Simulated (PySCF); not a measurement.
First SCF of a structure search on doublet K₃, at a hand-made obtuse triangle geometry. PySCF input:

```python
from pyscf import gto, scf, dft
mol = gto.M(atom='''
K      0.000000     0.000000     0.000000
K      3.302200     2.540200     0.000000
K     -3.302200     2.540200     0.000000''',
    basis={'K': 'def2-TZVP'},
    charge=0, spin=1)
mf = dft.UKS(mol, xc='PBE0')
mf.grids.atom_grid = (50, 194)
aux = {'K': 'def2-universal-JKFIT'}
mf = mf.density_fit(auxbasis=aux)
mf.conv_tol = 1e-08
mf.diis_space = 10
mf.max_cycle = 60
mf.init_guess = 'minao'
mf.verbose = 4
mf.kernel()
```

Excerpt of the output (cycles alone):

```
init E= -1799.16161230341
cycle= 1 E= -1799.2411973318  delta_E= -0.0796  |g|= 0.0543  |ddm|= 0.955
cycle= 2 E= -1799.2426801831  delta_E= -0.00148  |g|= 0.0495  |ddm|= 0.233
cycle= 3 E= -1799.24445547337  delta_E= -0.00178  |g|= 0.00429  |ddm|= 0.0885
cycle= 4 E= -1799.24460143323  delta_E= -0.000146  |g|= 0.00226  |ddm|= 0.0472
cycle= 5 E= -1799.24465903595  delta_E= -5.76e-05  |g|= 0.000897  |ddm|= 0.0361
cycle= 6 E= -1799.24467063559  delta_E= -1.16e-05  |g|= 0.000415  |ddm|= 0.0187
cycle= 7 E= -1799.24467167826  delta_E= -1.04e-06  |g|= 0.000126  |ddm|= 0.00364
cycle= 8 E= -1799.24467190691  delta_E= -2.29e-07  |g|= 8.16e-05  |ddm|= 0.00171
cycle= 9 E= -1799.24467200167  delta_E= -9.48e-08  |g|= 3.69e-05  |ddm|= 0.00124
cycle= 10 E= -1799.24467204025  delta_E= -3.86e-08  |g|= 2.11e-05  |ddm|= 0.00108
cycle= 11 E= -1799.24467204576  delta_E= -5.51e-09  |g|= 9.32e-06  |ddm|= 0.000323
Extra cycle  E= -1799.2446720468  delta_E= -1.04e-09  |g|= 6.52e-06  |ddm|= 0.000103
converged SCF energy = -1799.2446720468  <S^2> = 0.79801  2S+1 = 2.0474472
```

No lower solution of this spin was found from smeared starts or by a stability analysis within the unrestricted form.

The search for the lowest solution, 3 starts and the stability check together, took 7.1 s on 2 threads of a shared AMD EPYC 9B45 (Zen 5) host, with 99 basis functions; the process peaked at 0.39 GiB.
